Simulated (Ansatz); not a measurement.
The same path of ClF3Ge + F (6 atoms, charge 0, multiplicity 2) was run twice with different band settings.

Theory: UKS PBE0-D4/def2-SVP in Ansatz.

Relaxed end points:

```xyz
6
Properties=species:S:1:pos:R:3
Ge -0.008 0.000 -0.055
Cl -0.047 0.000 2.041
F 1.593 0.000 -0.642
F -0.788 1.376 -0.692
F -0.788 -1.376 -0.692
F 0.038 0.000 5.100
```

```xyz
6
Properties=species:S:1:pos:R:3
Ge -0.121 0.000 0.318
Cl -1.205 0.000 2.141
F 1.567 0.000 0.495
F -0.553 1.382 -0.578
F -0.553 -1.382 -0.578
F 0.866 0.000 3.264
```

Common settings: movable images 5; climbing image yes; spring 5.0 eV/Å²; optimiser quadratic models (default); start path through a guess of the saddle point; iteration limit 60; end points relaxed.

| run | force threshold |
| --- | --- |
| 1 | 0.03 eV/Å |
| 2 | 0.2 eV/Å |

Problem. What does each run give, and how far can it be trusted?

Solution. Run 1: converged after 10 iterations, highest image 0.000 eV above the first end. The top lies less than 8 meV above the higher end, about what the thresholds resolve: that end is a shoulder or a very shallow well. A vibrational analysis at the climbing image gives no mode beyond 40i cm⁻¹: the surface is too flat there to confirm a saddle point.
Run 2: converged after 8 iterations, highest image 0.000 eV above the first end. The threshold of 0.2 eV/Å is loose, so the images may lie well off the minimum-energy path. The top lies less than 8 meV above the higher end, about what the thresholds resolve: that end is a shoulder or a very shallow well. Another band between the same ends (5 images) ends at a top of the same energy, where a vibrational analysis finds no clearly imaginary modes.
